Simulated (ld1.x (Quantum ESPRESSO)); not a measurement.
What the settings do to the RRKJ potential of potassium (K)

Base potential:

ld1.x (Quantum ESPRESSO) 7.5 input, shortened:

```
&input
   title='K', zed=19., rel=1, dft='PBE', iswitch=3,
   config='[Ar] 3d0 4s0.5 4p0'
 /
 &inputp
   pseudotype=2, tm=.false., rho0=0.001, lloc=0,
   nlcc=.false.
 /
3
4P  2  1   0.00   0.00  3.40  3.40  0.0
3D  3  2   0.00   0.00  4.20  4.20  0.0
4S  1  0   0.50   0.00  3.85  3.85  0.0
 &test
   configts(1)='3d0 4s0.5 4p0'
 /
```

All-electron outer shells of the reference configuration (PBE, scalar-relativistic, ld1.x):

| shell | level (eV) | outermost node (bohr) | outermost maximum (bohr) |
| --- | --- | --- | --- |
| 3p | -21.62 | 0.45 | 1.15 |
| 4s | -4.28 | 1.58 | 3.78 |
| 4p | -2.39 | 1.85 | 5.11 |
| 3d | -1.53 | – | 2.98 |

Cutoffs, loose and tight: the cutoffs (Ry, on a coarse ladder) from which the occupation-weighted sum of valence levels, in a spherical-Bessel basis at the reference potential, stays within 10 and 1 mRy of its value at 400 Ry. They do not see the model core or the augmentation charge, which bear on the density cutoff. Test errors are all-electron minus pseudo excitation energies from the reference, over the configurations 3d0 4s1 4p0; 3d0 4s0 4p1; 3d1 4s0 4p0; 3d0.5 4s0.5 4p0. A dash means not determined; rows that change the core or the reference have their own tests.

| change | outcome | cutoff, loose | cutoff, tight | bound ghosts | largest test error (meV) |
| --- | --- | --- | --- | --- | --- |
| base | generated | 6 Ry | 6 Ry | none | +84 |
| core correction a·sin(br)/r model core inside 1.32 bohr | generated | 6 Ry | 6 Ry | none | -1.5 |
| core correction a·sin(br)/r model core inside 1.74 bohr | generated | 6 Ry | 6 Ry | none | -1.5 |
| core correction a·sin(br)/r model core inside 2.12 bohr | generated | 6 Ry | 6 Ry | none | -1.5 |
| core correction a·sin(br)/r model core inside 2.42 bohr | generated | 6 Ry | 6 Ry | none | +1.2 |
| core correction a·sin(br)/r model core inside 2.68 bohr | generated | 6 Ry | 6 Ry | none | +2.0 |
| core correction a·sin(br)/r model core inside 3.00 bohr | generated | 6 Ry | 6 Ry | none | +5.8 |
| core correction a·sin(br)/r model core inside 3.50 bohr | generated | 6 Ry | 6 Ry | none | +22 |
| core correction a·sin(br)/r model core inside 3.68 bohr | generated | 6 Ry | 6 Ry | none | +28 |
| core correction a·sin(br)/r model core inside 4.10 bohr | generated | 6 Ry | 6 Ry | none | +39 |
